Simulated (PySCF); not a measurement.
A calculated (UHF, PySCF 2.14, dyall-av3z, no relativity, point nucleus) atom or ion has these occupied shells.

```csv
shell,electrons,orbital energy (eV),"rms radius, mean of both spins (bohr)"
1s α,1,-720.76,0.204
1s β,1,-717.66,0.204
2s α,1,-47.108,1.08
2p α,3,-22.369,1.27
2p β,3,-16.258,1.27
```

Q: Name the element and its charge.

A: F (fluorine, neutral), in [He] 2s1 2p6, 2S determinant (an excited configuration).
